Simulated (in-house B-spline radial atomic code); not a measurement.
**Ionising Ar V (Ar4+) with different functionals**

Computed with an all-electron radial atomic-structure program (B-spline basis): non-relativistic Hamiltonian, point nucleus, spin-polarised at highest spin, spherical fractional occupations for the functionals, the average over the highest-spin determinants for Hartree-Fock. The ionisation energy is the difference of two self-consistent energies, [Ne] 3s2 3p2 → [Ne] 3s2 3p1, without Breit or QED terms; ε is the level of the shell that loses the electron (its least bound occupied spin orbital).

Hybrids are left out here: with spherical fractional occupations of an open shell their exact exchange keeps a self-interaction that integer-occupation calculations don't have.

```csv
method,rung,ΔSCF (eV),-ε(3p) (eV)
Hartree-Fock,Hartree-Fock,73.94,74.35
LDA VWN5,LDA,74.85,66.87
LDA PW92,LDA,74.84,66.85
LDA exchange-only,LDA,73.52,65.59
PBE,GGA,74.85,66.91
PBEsol,GGA,74.78,66.83
BLYP,GGA,74.71,66.70
RPBE,GGA,74.85,66.92
PW91,GGA,74.95,67.00
BP86,GGA,74.91,66.94
AM05,GGA,74.75,66.79
OLYP,GGA,75.02,67.08
TPSS,meta-GGA,74.99,67.10
SCAN,meta-GGA,75.16,67.42
r2SCAN,meta-GGA,75.11,67.38
revTPSS,meta-GGA,74.91,67.04
```

Task: How do they compare with the NIST value?

Result: NIST lists 74.8 eV ± 0.17 (semi-empirical, ground level to ground level). Errors run from -1.32 to +0.32 eV; LDA PW92 is closest (+0.00 eV), though others lie within the uncertainty of it, and part of that can be cancellation, since the calculations leave out relativity, Breit-QED terms, multiplet and fine-structure energies. Hartree-Fock also lacks correlation.
